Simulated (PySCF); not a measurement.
Computed with PBE-D3(BJ)/def2-TZVP // B3LYP-D3(BJ)/def2-TZVP in PySCF 2.14.0. Gas-phase values, no solvent. One relaxed conformer stands for a flexible species; it need not be the lowest. Excitations are Tamm–Dancoff values on a coarser integration grid. The basis has no diffuse functions, so Rydberg states are missing or too high.

Reference species (SMILES): `C=CC[SiH]=C` (C–C–C–Si torsion -104°, C–C–Si–C torsion -114°) (neutral, multiplicity 1).

| Property | Result |
|---|---|
| HOMO–LUMO gap | 3.54 eV |
| brightest of the four lowest singlets (TDA) | 5.79 eV |

Changed species: `[SiH3]C1=CCC1`.

Q: Predict the effect on the HOMO–LUMO gap and brightest of the four lowest singlets (TDA).

A: the HOMO–LUMO gap goes up by 1.49 eV, to 5.03 eV; the brightest of the four lowest singlets (TDA) increases by 0.91 eV, to 6.70 eV.
